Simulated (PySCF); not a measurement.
C₄H₇O₂, SMILES [CH]1COCCO1, multiplicity 2. The structure is a stationary point at PBE0-D3(BJ)/def2-SVP. The isomer is the one that the SMILES or the coordinates give; other isomers of the formula were not compared. One conformer was computed; it need not be the lowest.

Question: Give the equilibrium geometry at PBE0-D3(BJ)/def2-SVP (PySCF confirms it by a frequency run) as Cartesian coordinates in Å. (An estimate is asked for; the answer gives what the named calculation found.)

Answer: One answer among several that fit: 
```xyz
13

C      0.5792     1.2635     0.1018
C      1.3917     0.0419    -0.1702
O      0.6290    -0.9918    -0.7437
C     -0.5205    -1.2342     0.0202
C     -1.3814     0.0095     0.0826
O     -0.6602     1.1007     0.6251
H      1.0643     2.1811     0.4459
H      1.8567    -0.3328     0.7760
H      2.2161     0.2773    -0.8602
H     -1.0726    -2.0586    -0.4553
H     -0.2465    -1.5504     1.0490
H     -1.7210     0.2697    -0.9365
H     -2.2619    -0.1419     0.7235
```
Charge 0, spin multiplicity 2.
